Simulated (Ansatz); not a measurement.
`CC[N](C)[Hf]([Cl])([Cl])[Cl]` + HBr → `[Cl][Hf]([Cl])([Cl])[Br]` + `CCNC` at 400 K and 1 bar (ligand exchange at the Hf–N bond).

Program: Ansatz. Geometries: PBE0-D4/def2-TZVP. ΔE: electronic, gas phase. CBS: MP2 limit from def2 TZ/QZ plus the TZ coupled-cluster correction, frozen cores. def2 core potentials past Kr. For Br, Hf outer-core shells are correlated without core-valence functions, which leaves a few kJ/mol of doubt a bond. Scalar relativity is left out up to krypton. Each species was taken in one conformer, which may not be the lowest.

```json
{"species": "`CC[N](C)[Hf]([Cl])([Cl])[Cl]`", "CCSD(T)/CBS energy (Eh)": "-1601.18678", "H − E (kJ/mol)": "353.0", "S (J/(mol·K))": "551.8"}
{"species": "HBr", "CCSD(T)/CBS energy (Eh)": "-2573.91920", "H − E (kJ/mol)": "27.6", "S (J/(mol·K))": "207.2"}
{"species": "`[Cl][Hf]([Cl])([Cl])[Br]`", "CCSD(T)/CBS energy (Eh)": "-4000.86634", "H − E (kJ/mol)": "45.2", "S (J/(mol·K))": "427.9"}
{"species": "`CCNC`", "CCSD(T)/CBS energy (Eh)": "-174.26710", "H − E (kJ/mol)": "345.0", "S (J/(mol·K))": "331.8"}
```

H − E and S are ideal-gas, rigid-rotor, harmonic terms from PBE0-D4/def2-TZVP, for one conformer and one mirror image of each species. 1 Eh = 2625.50 kJ/mol, R = 8.31446 J/(mol·K).

Task: By hand: ΔE, ΔH, ΔS and ΔG.

Result: ΔE = (-4000.86634) + (-174.26710) − (-1601.18678) − (-2573.91920) = -0.02746 Eh = -72.1 kJ/mol. Δ(H − E) = 45.2 + 345.0 − 353.0 − 27.6 = 9.6, so ΔH = -62.5 kJ/mol. ΔS = 427.9 + 331.8 − 551.8 − 207.2 = 0.7 J/(mol·K). ΔG = -62.5 − 400 × (0.7)/1000 = -62.8 kJ/mol.

Task: By hand: the equilibrium constant, and the temperature at which ΔG would vanish if ΔH and ΔS stayed fixed.

Result: log₁₀ K = −ΔG/(RT ln 10) = 8.2. ΔH and −TΔS have one sign here, so there is no such temperature. One of them is within its doubt of zero, so this could turn.

The number of gas molecules stays the same, so ΔS is small and ΔH decides. A doubt of 5 kJ/mol in ΔE shifts log₁₀ K by 0.7 here. Other conformers and mirror images would add mixing entropy, several J/(mol·K) or more a flexible species. Modes under 60 cm⁻¹, often nearly free rotors, make the harmonic entropy too high. These are equilibria of isolated gas molecules and say nothing of rates. Largest T1 diagnostic: 0.013 (customary marks: 0.02 for closed shells, 0.045 for open ones).
